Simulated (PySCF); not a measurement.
This PySCF input asks for the NMR shieldings of `CNBPBC(C)C`, C₄H₁₄B₂NP; the geometry comes from GFN2-xTB.

```python
import basis_set_exchange as bse
import numpy as np
from pyscf import gto, dft
from pyscf.prop import nmr

atoms = """
C     4.021954    0.660726   -0.625072
N     2.780206   -0.044282   -0.408779
B     2.275606   -0.521922    0.783805
P     0.643334   -1.450443    0.788819
B    -0.618963   -0.503851   -0.125708
C    -2.083577   -0.256863    0.452534
C    -2.310976    1.248359    0.656091
C    -3.164032   -0.809412   -0.485407
H     3.836860    1.652742   -1.046807
H     4.668633    0.109557   -1.313159
H     4.539228    0.775253    0.324694
H     2.261624   -0.174239   -1.267233
H     2.885550   -0.385130    1.773853
H     0.235673   -1.435654    2.105857
H    -0.365222   -0.132732   -1.212723
H    -2.216454   -0.741620    1.427932
H    -1.576675    1.659465    1.346565
H    -2.220754    1.775822   -0.291359
H    -3.305283    1.434775    1.059512
H    -4.157814   -0.625162   -0.078738
H    -3.099239   -0.333937   -1.461965
H    -3.040091   -1.882066   -0.618664
"""
names = dict.fromkeys(["C", "N", "B", "P", "H"], "pcSseg-1")
basis = {el: gto.basis.parse(bse.get_basis(n, elements=[el], fmt="nwchem")) for el, n in names.items()}
mol = gto.M(atom=atoms, basis=basis, charge=0, verbose=0)
mf = dft.RKS(mol, xc="PBE0")
mf.grids.level = 2
mf.grids.alignment = dft.numint.BLKSIZE   # the property module wants whole blocks of grid points
mf.conv_tol = 1e-9
mf.kernel()

calc = nmr.RKS(mf)   # GIAO
C = mf.mo_coeff
Co = C[:, mf.mo_occ > 0]
resp = mf.gen_response(singlet=True, hermi=2)
def vind(x):   # induced exchange potential for any number of trial vectors
    d = np.einsum("pi,xij,qj->xpq", C, 2 * x.reshape(-1, C.shape[1], Co.shape[1]), Co, optimize=True)
    return np.einsum("xpq,pi,qj->xij", resp(d - d.transpose(0, 2, 1)), C, Co, optimize=True).ravel()
mo1, _ = nmr.rhf.solve_mo1(calc, with_cphf=vind)
sigma = calc.kernel(mo1)
for i, s in enumerate(sigma):   # ppm
    print("%2d %-2s %9.2f" % (i, mol.atom_pure_symbol(i), np.trace(s) / 3))
```

Task: Give the expected output.

Result: 
```
 0 C     146.90
 1 N     137.37
 2 B      63.27
 3 P     425.17
 4 B      17.38
 5 C     153.40
 6 C     167.05
 7 C     164.83
 8 H      28.52
 9 H      28.50
10 H      28.54
11 H      27.25
12 H      26.40
13 H      28.51
14 H      24.18
15 H      29.90
16 H      30.76
17 H      30.95
18 H      30.57
19 H      30.59
20 H      30.83
21 H      30.62
```

These numbers come from an equivalent density-fitted implementation of the same equations, which agrees with the script to about 0.01 ppm for H and up to a few tenths of a ppm for heavy atoms, so last digits may differ.

Size and cost of the density-fitted run: 213 basis functions, 92 s wall time on 1 thread of an Arm Neoverse N1, shared host; peak memory 0.95 GiB.
